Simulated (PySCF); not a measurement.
## In⁺: ionisation energy

In⁺ [Kr] 4d10 5s2 (1S) → In²⁺ [Kr] 4d10 5s1 (2S), as a difference of total energies. All numbers are calculated (PySCF 2.14, the spin-free X2C one-electron Hamiltonian (Gaussian nucleus), in x2c-TZVPall). Correlated levels: valence: [Kr] 4d10 frozen. The calculations carry no spin-orbit coupling.

```csv
method,ionisation energy (eV),error (eV)
UHF,17.035,-1.835
M06-L,18.593,-0.277
PBE,18.981,+0.111
MP2 (valence),17.656,-1.214
SCS-MP2 (valence),17.781,-1.089
```

Reference: 18.870 eV (measured; NIST Atomic Spectra Database, ionization energies).

Errors of the correlated levels include the incompleteness of this basis and the frozen core.

MP2 underrates the near-degeneracy of ns² with np² in the lower species.
